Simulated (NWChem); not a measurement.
The numbers come from NWChem runs, not from measurements. System: BrSn (+1), charge 1, spin multiplicity 1, at a geometry optimised with PBE0/def2-SVP with def2 effective core potentials on Sn. The structure started from a generated list of species. Level: TD-PBE/def2-SVPD with def2 effective core potentials on Sn.

NWChem printed:

```
             Northwest Computational Chemistry Package (NWChem) 7.3.0
             --------------------------------------------------------

                                NWChem Input Module
                                -------------------

 Scaling coordinates for geometry "geometry" by  1.889725989
 (inverse scale =  0.529177249)

 Turning off AUTOSYM since
 SYMMETRY directive was detected!

                             Geometry "geometry" -> ""
                             -------------------------

 Output coordinates in angstroms (scale by  1.889725989 to convert to a.u.)

  No.       Tag          Charge          X              Y              Z
 ---- ---------------- ---------- -------------- -------------- --------------
    1 Sn                  50.0000     0.00000000     0.00000000    -0.99869400
    2 Br                  35.0000     0.00000000     0.00000000     1.42670600

 Effective nuclear repulsion energy (a.u.)     381.8175087612

            Nuclear Dipole moment (a.u.)
            ----------------------------
        X                 Y               Z
 ---------------- ---------------- ----------------
     0.0000000000     0.0000000000     0.0000188973

      Symmetry information
      --------------------

 Group name             C2v
 Group number             16
 Group order               4
 No. of unique centers     2

      Symmetry unique atoms

     1    2


 Summary of "ao basis" -> "" (spherical)
 ------------------------------------------------------------------------------
       Tag                 Description            Shells   Functions and Types
 ---------------- ------------------------------  ------  ---------------------
 *                         def2-svpd                  on all atoms

 Summary of "ao basis" -> "ao basis" (spherical)
 ------------------------------------------------------------------------------
       Tag                 Description            Shells   Functions and Types
 ---------------- ------------------------------  ------  ---------------------
 Sn                        def2-svpd                12       32   5s4p3d
 Br                        def2-svpd                15       41   6s5p4d

 Summary of "ao basis" -> "ao basis" (spherical)
 ------------------------------------------------------------------------------
       Tag                 Description            Shells   Functions and Types
 ---------------- ------------------------------  ------  ---------------------
[...]
     Electric Quadrupole                           0.0000000040
     Magnetic Dipole                               0.0000000000
     Total Oscillator Strength                     0.0000000040

          sigma_e =   1.8339 Angstrom
          sigma_h =   1.3757 Angstrom
         |d_h->e| =   1.9241 Angstrom
            d_exc =   2.9950 Angstrom
            d_CD1 =   2.3824 Angstrom
            d_CD2 =   0.3193 Angstrom
            d_CD3 =   4.9191 Angstrom
     Pearson C.C. =  -0.0024

     Occ.   27  b1  ---  Virt.   29  b1  -0.70718 X
     Occ.   28  b2  ---  Virt.   30  b2   0.70718 X
  ----------------------------------------------------------------------------
  Root   4 singlet b1             0.159475277 a.u.                4.3395 eV
  ----------------------------------------------------------------------------
     Transition Moments    X -0.42341   Y -0.03827   Z -0.00000
     Transition Moments   XX  0.00000  XY -0.00000  XZ  2.66643
     Transition Moments   YY  0.00000  YZ  0.24101  ZZ  0.00000
     Dipole Oscillator Strength                    0.0192153340
     Electric Quadrupole                           0.0000001548
     Magnetic Dipole                               0.0000038419
     Total Oscillator Strength                     0.0192193308

          sigma_e =   1.8388 Angstrom
          sigma_h =   1.8646 Angstrom
         |d_h->e| =   1.2159 Angstrom
            d_exc =   2.9050 Angstrom
            d_CD1 =   1.2417 Angstrom
            d_CD2 =  -0.6358 Angstrom
            d_CD3 =   4.1209 Angstrom
     Pearson C.C. =  -0.0149

     Occ.   25  a1  ---  Virt.   29  b1  -0.11297 X
     Occ.   26  a1  ---  Virt.   29  b1   0.99050 X
     Occ.   26  a1  ---  Virt.   30  b2   0.08953 X
  ----------------------------------------------------------------------------
  Root   5 singlet b2             0.159475278 a.u.                4.3395 eV
  ----------------------------------------------------------------------------
     Transition Moments    X  0.03827   Y -0.42341   Z  0.00000
     Transition Moments   XX  0.00000  XY  0.00000  XZ -0.24101
     Transition Moments   YY -0.00000  YZ  2.66643  ZZ -0.00000
     Dipole Oscillator Strength                    0.0192153337
     Electric Quadrupole                           0.0000001548
     Magnetic Dipole                               0.0000038419
     Total Oscillator Strength                     0.0192193304

          sigma_e =   1.8388 Angstrom
          sigma_h =   1.8646 Angstrom
         |d_h->e| =   1.2159 Angstrom
            d_exc =   2.9050 Angstrom
            d_CD1 =   1.2417 Angstrom
            d_CD2 =  -0.6358 Angstrom
            d_CD3 =   4.1209 Angstrom
     Pearson C.C. =  -0.0149

     Occ.   25  a1  ---  Virt.   30  b2  -0.11297 X
     Occ.   26  a1  ---  Virt.   29  b1  -0.08953 X
     Occ.   26  a1  ---  Virt.   30  b2   0.99050 X
  ----------------------------------------------------------------------------
  Root   6 singlet a1             0.176358170 a.u.                4.7990 eV
  ----------------------------------------------------------------------------
     Transition Moments    X  0.00000   Y -0.00000   Z  0.80991
     Transition Moments   XX -0.53220  XY -0.00000  XZ -0.00000
     Transition Moments   YY -0.53220  YZ  0.00000  ZZ  1.99756
     Dipole Oscillator Strength                    0.0771223457
     Electric Quadrupole                           0.0000000623
     Magnetic Dipole                               0.0000000000
     Total Oscillator Strength                     0.0771224080

          sigma_e =   1.9153 Angstrom
          sigma_h =   1.4950 Angstrom
         |d_h->e| =   1.8526 Angstrom
            d_exc =   3.0848 Angstrom
            d_CD1 =   2.2728 Angstrom
            d_CD2 =   0.1474 Angstrom
            d_CD3 =   4.9374 Angstrom
     Pearson C.C. =  -0.0315

     Occ.   25  a1  ---  Virt.   31  a1  -0.05155 X
     Occ.   26  a1  ---  Virt.   31  a1   0.33859 X
     Occ.   26  a1  ---  Virt.   31  a1   0.05400 Y
     Occ.   27  b1  ---  Virt.   29  b1   0.66852 X
     Occ.   27  b1  ---  Virt.   29  b1  -0.09410 Y
     Occ.   28  b2  ---  Virt.   30  b2   0.66852 X
     Occ.   28  b2  ---  Virt.   30  b2  -0.09410 Y

              Target root =      1
          Target symmetry = none
      Ground state energy =  -2787.538003310781
        Excitation energy =      0.132834506105
     Excited state energy =  -2787.405168804677

  stored tddft:energy   -2787.4051688046766

 Task  times  cpu:       26.8s     wall:       26.8s

 Total times  cpu:       26.8s     wall:       26.8s
```

Task: Write an NWChem input that would produce this output.

Result: Several could match; the one computed here: 
```
start mol
memory heap 200 mb stack 900 mb global 1100 mb
charge 1
geometry units angstroms nocenter noautoz
  Sn     0.000000     0.000000    -0.998694
  Br     0.000000     0.000000     1.426706
  symmetry group C2v
end
basis spherical
  * library def2-svpd
end
ecp
  Sn library def2-ecp
end
dft
  xc xpbe96 cpbe96
  semidirect memsize 60000000 filesize 0
  iterations 100
end
tddft
  rpa
  nroots 6
  notriplet
  thresh 1e-4
end
task tddft energy
```
